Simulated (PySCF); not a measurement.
CH₅GaO. Atoms are numbered in the order given.

```xyz
8

Ga    -0.3325     0.0648     0.0000
H     -1.8640     0.4199     0.0000
C      0.5253    -1.6892     0.0000
H      0.2261    -2.2692     0.8870
H      1.6188    -1.5776     0.0000
H      0.2261    -2.2692    -0.8870
O      0.8174     1.4390     0.0000
H      0.4090     2.3100     0.0000
```

The structure is a stationary point at PBE0-D3(BJ)/def2-SVP. Other conformers were not sampled.

Calculation: KT2/pcSseg-1 (PySCF).

GIAO shieldings, no solvent; atoms alike by connectivity are averaged. δ = σ(ref) − σ: ¹H against TMS (σ = 31.47 ppm); ¹³C against TMS (σ = 185.1 ppm); ¹⁷O against H2O (σ = 330.4 ppm), references at their B3LYP-D3(BJ)/def2-TZVP geometries, non-relativistic.

| nucleus | atoms | count | δ (ppm) |
|---|---|---|---|
| ¹H | H2 | 1 | 6.36 |
| ¹H | H8 | 1 | 4.38 |
| ¹H | H4, H5, H6 | 3 | 0.54 |
| ¹³C | C3 | 1 | -1.1 |
| ¹⁷O | O7 | 1 | 146.7 |
